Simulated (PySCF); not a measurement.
# Correlation energy of Se⁺ (selenium, charge +1)

[Ar] 3d10 4s2 4p2 5s1, high-spin 4P determinant (an excited configuration). All numbers are calculated (PySCF 2.14, the non-relativistic Hamiltonian (point nucleus), in dyall-av2z). Frozen: [Ar] 3d10; 5 electrons correlated; the 34 highest virtual orbitals of each spin left out.

MP2 pair energies summed by pair of shells (mhartree):

| pair | energy | share (%) |
| --- | --- | --- |
| 4s-4p | -29.57 | 48.3 |
| 4s-4s | -14.32 | 23.4 |
| 4s-5s | -6.99 | 11.4 |
| 4p-5s | -5.42 | 8.9 |
| 4p-4p | -4.96 | 8.1 |

Total MP2 correlation energy: -61.27 mhartree.

Same-spin part -14.55 and opposite-spin part -46.72 mhartree; SCS-MP2 scales them by 1/3 and 6/5 to -60.92 mhartree.
